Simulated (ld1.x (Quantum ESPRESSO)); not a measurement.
## oxygen: variants of one ultrasoft potential

Base potential:

O (Z = 8), ultrasoft, made with ld1.x (Quantum ESPRESSO) 7.5 (LDA (PZ), scalar-relativistic). Core [He], reference 2s1.5 2p4.5. Waves: 2s (bound): rcut 0.65, rcutus 0.85 bohr; 2s channel at -0.05 Ry: rcut 0.65, rcutus 0.85 bohr; 2p (bound): rcut 1.95, rcutus 2.25 bohr; 2p channel at 1.3 Ry: rcut 1.95, rcutus 2.25 bohr. Local part: all-electron potential smoothed inside 1.00 bohr (lloc = -1). Core correction: a·sin(br)/r model core inside 0.70 bohr. Augmentation charge: built from norm-conserving waves at rcut, not smoothed further.

All-electron outer shells of the reference configuration (LDA (PZ), scalar-relativistic, ld1.x):

```
shell  level (eV)  outermost node (bohr)  outermost maximum (bohr)
   1s     -511.20                      –                      0.13
   2s      -23.99                   0.28                      0.88
   2p       -9.40                      –                      0.82
```

Cutoffs, loose and tight: the cutoffs (Ry, on a coarse ladder) from which the occupation-weighted sum of valence levels, in a spherical-Bessel basis at the reference potential, stays within 10 and 1 mRy of its value at 400 Ry. They do not see the model core or the augmentation charge, which bear on the density cutoff. Test errors are all-electron minus pseudo excitation energies from the reference, over the configurations 2s2 2p4; 2s2 2p3; 2s2 2p2; 2s1 2p5; 2s2 2p1; 2s0 2p6; 2s2 2p0 (two spin-polarised tests are not counted in the largest error). A dash means not determined; rows that change the core or the reference have their own tests. The largest error is taken over the tests solved by every variant that gives reliable tests at all: 2s0 2p6; 2s1 2p5; 2s2 2p0; 2s2 2p2; 2s2 2p4.

Cutoffs are not given where the Bessel-basis levels miss the radial ones by over 6 mRy, ghosts where they miss by over 20 mRy; a channel whose overlap is not positive is not tested.

```tsv
change	outcome	cutoff, loose	cutoff, tight	bound ghosts	largest test error (meV)
base	generated	–	–	not determined	+6405
wave 2p channel at 1.3 Ry: rcut 1.95, rcutus 2.25 bohr becomes 2p channel at -0.55 Ry: rcut 1.95, rcutus 2.25 bohr	generated	18 Ry	50 Ry	none	+6405
wave 2p channel at 1.3 Ry: rcut 1.95, rcutus 2.25 bohr becomes 2p channel at -0.45 Ry: rcut 1.95, rcutus 2.25 bohr	generated	18 Ry	50 Ry	none	+6405
wave 2p channel at 1.3 Ry: rcut 1.95, rcutus 2.25 bohr becomes 2p channel at -0.12 Ry: rcut 1.95, rcutus 2.25 bohr	generated	–	–	not determined	+6405
wave 2p channel at 1.3 Ry: rcut 1.95, rcutus 2.25 bohr becomes 2p channel at 5.2 Ry: rcut 1.95, rcutus 2.25 bohr	generated	–	–	not determined	+6405
```

Task: What comes out with this change to the base: wave 2p channel at 1.3 Ry: rcut 1.95, rcutus 2.25 bohr becomes 2p channel at 2.76 Ry: rcut 1.95, rcutus 2.25 bohr?

Result: outcome: generated, misses its reference levels by 1.55 eV; bound ghosts: not determined; largest test error (meV): -3821.

Task: What comes out with this change to the base: wave 2p channel at 1.3 Ry: rcut 1.95, rcutus 2.25 bohr becomes 2p channel at 0.07 Ry: rcut 1.95, rcutus 2.25 bohr?

Result: outcome: generated, overlap not positive; bound ghosts: not determined (overlap not positive); largest test error (meV): +6405. A file whose overlap is not positive is unfit for use, and its test errors describe a broken file.

Task: What comes out with this change to the base: wave 2p channel at 1.3 Ry: rcut 1.95, rcutus 2.25 bohr becomes 2p channel at 0.72 Ry: rcut 1.95, rcutus 2.25 bohr?

Result: outcome: generated, overlap not positive; bound ghosts: not determined (overlap not positive); largest test error (meV): -3353. A file whose overlap is not positive is unfit for use, and its test errors describe a broken file.
